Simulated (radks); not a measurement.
Question: These are the eigenvalues of the occupied orbitals of an atom or ion with whole-number occupations (eV). All-electron calculation, non-relativistic Kohn-Sham, r2SCAN, spin-polarised, spherical densities, point nucleus; meta-GGA in the generalised Kohn-Sham scheme. Program: a radial shooting solver on a logarithmic mesh with Libxc functionals.

| orbital | eigenvalue |
|---|---|
| 1s up | -76582.96 |
| 1s down | -76582.94 |
| 2s up | -14089.17 |
| 2s down | -14085.35 |
| 2p up | -13601.52 |
| 2p down | -13598.74 |
| 3s up | -4437.256 |
| 3s down | -4436.456 |
| 3p up | -4212.013 |
| 3p down | -4210.970 |
| 3d up | -3795.676 |
| 3d down | -3793.271 |
| 4s up | -1934.273 |
| 4s down | -1927.923 |
| 4p up | -1833.046 |
| 4p down | -1826.537 |
| 4d up | -1651.117 |
| 4d down | -1644.358 |

Which element is it, and in what charge state? The configuration may be excited. Open shells, if any, are filled with parallel spins first.

Answer: Z = 80, mercury, charge +36: Hg36+ in [Kr] 4d8. The list shows which subshells hold electrons but not how many an open one holds; the 1s level, -2814.4 hartree, gives Z - s = 75.0 by -(Z - s)^2/2, which with screening narrows Z to a few neighbours, and the depths of the outer levels then fix element, charge and occupations together.
